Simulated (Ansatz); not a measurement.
Cost and result for the atomization energy of `[CH3][Al]([OH])[SH]` (9 atoms, 8 bonds).

Z-matrix (Å, degrees):
```
C
Al 1 1.937
H 1 1.094 2 111.2
H 1 1.094 2 111.3 3 119.2
H 1 1.092 2 111.0 3 -120.3
O 2 1.694 1 119.7 3 119.7
S 2 2.192 1 123.0 3 -60.2
H 6 0.955 2 124.5 1 -180.0
H 7 1.344 2 92.9 1 -0.0
```

Total charge 0; spin multiplicity 1. Geometry: relaxed with PBE0-D4/def2-TZVP. It is one conformer, not always the lowest. Program: Ansatz. All runs use 2 threads of a server CPU on a shared host. Times are those of one run each, without the atoms' runs, and a repeat can differ threefold. Electronic energies, without spin–orbit coupling; frozen cores. CCSD(T)/CBS adds CCSD(T) − MP2 in def2-TZVPP to the MP2 limit, and its time is that of the two runs behind it. T1 = 0.011. B3LYP takes the VWN-RPA correlation (the form of Gaussian; ORCA's B3LYP/G).

CCSD(T)/CBS is a level of theory with its own doubt, some kJ/mol a heavy atom from the limit and from the frozen cores, so smaller differences don't rank the functionals.

```json
{"level": "BLYP-D4/def2-TZVPP", "functions": "216", "wall time": "2.8 s"}
{"level": "revPBE-D4/def2-TZVPP", "functions": "216", "wall time": "3.1 s"}
{"level": "CCSD(T)/def2-SVP", "functions": "89", "wall time": "3.9 s"}
{"level": "BHLYP-D4/def2-TZVPP", "functions": "216", "wall time": "4.5 s"}
{"level": "CAM-B3LYP-D4/def2-TZVPP", "functions": "216", "wall time": "5.5 s"}
{"level": "B2PLYP/def2-TZVPP", "functions": "216", "wall time": "8 s"}
{"level": "PBE-QIDH/def2-TZVPP", "functions": "216", "wall time": "8 s"}
{"level": "B3LYP-D4/def2-TZVPP (with forces)", "functions": "216", "wall time": "8.5 s"}
{"level": "ωB97X-V/def2-TZVPP", "functions": "216", "wall time": "10 s"}
{"level": "B97M-V/def2-TZVPP", "functions": "216", "wall time": "11 s"}
{"level": "MP2/def2-QZVPP", "functions": "404", "wall time": "26 s"}
{"level": "CCSD(T)/def2-TZVPP", "functions": "216", "wall time": "74 s"}
{"level": "CCSD(T)/CBS(def2)", "functions": "–", "wall time": "99 s"}
```

(1) What atomization energy does each give, and how far from CCSD(T)/CBS? (Estimate.)

Answers

(1) Ansatz gave: 
```
                            level  atomization (kcal/mol)  difference from CCSD(T)/CBS  per bond
               BLYP-D4/def2-TZVPP                   762.7                         -9.4      -1.2
             revPBE-D4/def2-TZVPP                   757.4                        -14.7      -1.8
                 CCSD(T)/def2-SVP                   719.9                        -52.2      -6.5
              BHLYP-D4/def2-TZVPP                   745.4                        -26.7      -3.3
          CAM-B3LYP-D4/def2-TZVPP                   769.0                         -3.1      -0.4
                B2PLYP/def2-TZVPP                   759.4                        -12.7      -1.6
              PBE-QIDH/def2-TZVPP                   761.8                        -10.3      -1.3
B3LYP-D4/def2-TZVPP (with forces)                   765.2                         -6.9      -0.9
               ωB97X-V/def2-TZVPP                   770.7                         -1.4      -0.2
                B97M-V/def2-TZVPP                   773.7                          1.6       0.2
                   MP2/def2-QZVPP                   775.9                          3.8       0.5
               CCSD(T)/def2-TZVPP                   750.5                        -21.6      -2.7
                CCSD(T)/CBS(def2)                   772.1                          0.0       0.0
```

From PBE to PBE0 (25 % exact exchange), in def2-TZVPP and without D4, the atomization energy moves by −11.1 kcal/mol: exact exchange takes away binding that semilocal exchange gives to molecules. At CCSD(T), def2-SVP lies −52.2 kcal/mol from the extrapolated value and def2-TZVPP −21.5 kcal/mol: correlation converges slowly with the basis, and small sets miss more of it in the bonded molecule than in its fragments. Leaving LDA and LC-ωPBE aside and taking each functional with its dispersion term where it has one, the values, not all of them listed here, spread over 30.3 kcal/mol, from BHLYP-D4 to PBE-D4. LDA lies +96.7 kcal/mol from PBE without D4, its usual overbinding.
